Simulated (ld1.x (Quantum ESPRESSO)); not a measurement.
**scandium (Sc), PAW: configuration errors across variants**

Sc (Z = 21), PAW, made with ld1.x (Quantum ESPRESSO) 7.5 (PBE, scalar-relativistic). Core [Ne], reference 3s2 3p6 3d1.5 4s1.5 4p0. Waves: 3s (bound): rcut 1.45, rcutus 1.80 bohr; 4s (bound): rcut 1.45, rcutus 1.80 bohr; 3p (bound): rcut 1.60, rcutus 2.00 bohr; 4p (bound, empty): rcut 1.60, rcutus 2.00 bohr; 3d (bound): rcut 2.00, rcutus 2.45 bohr; 3d channel at 0.15 Ry: rcut 2.00, rcutus 2.45 bohr. Local part: all-electron potential smoothed inside 1.85 bohr (lloc = -1). Core correction: a·sin(br)/r model core, default radius (core density twice the valence density). Augmentation charge: BESSEL, radius 1.65 bohr.

All-electron excitation energies from the reference (eV): (1) 3s2 3p6 3d1 4s2 4p0 -0.680; (2) 3s2 3p6 3d1 4s1 4p0 6.217; (3) 3s2 3p6 3d1 4s0 4p0 18.985; (4) 3s2 3p6 3d2 4s0 4p0 6.898; (5) 3s1 3p6 3d1 4s2 4p0 61.293; (6) 3s2 3p5 3d1 4s2 4p0 39.498; (7) 3s2 3p6 3d1 4s1 4p1 2.100.

The overlap operator is not positive definite (basis up to 400 Ry) in “base”, “local potential all-electron potential smoothed inside 1.00 bohr (lloc = -1)”, “local potential all-electron potential smoothed inside 1.34 bohr (lloc = -1)”. Such files are unfit for use, however small their errors in these radial tests.

Errors AE − PS in meV (a dash: test not solved or not reliable):

| change | (1) | (2) | (3) | (4) | (5) | (6) | (7) | bound ghosts |
| --- | --- | --- | --- | --- | --- | --- | --- | --- |
| base | +0.3 | -0.1 | +0.2 | -2.1 | -53 | -38 | +1.3 | not determined (overlap not positive) |
| local potential all-electron potential smoothed inside 1.00 bohr (lloc = -1) | +6.7 | +2.7 | -0.4 | +12 | – | – | – | not determined (overlap not positive) |
| local potential all-electron potential smoothed inside 1.34 bohr (lloc = -1) | +8.4 | +3.1 | -0.4 | +16 | – | – | – | not determined (overlap not positive) |
| local potential all-electron potential smoothed inside 1.80 bohr (lloc = -1) | +0.3 | -0.1 | +0.3 | -2.0 | -56 | -38 | +1.7 | none |
| local potential all-electron potential smoothed inside 2.34 bohr (lloc = -1) | +0.4 | +0.6 | +0.7 | -2.4 | – | – | – | none |
| local potential all-electron potential smoothed inside 2.86 bohr (lloc = -1) | – | – | – | – | – | – | – | none |

Q: Give the same row for: local potential all-electron potential smoothed inside 2.14 bohr (lloc = -1).

A: +0.4, +0.9, +1.5, -2.4, -8.6, -30, +1.6; bound ghosts: none.
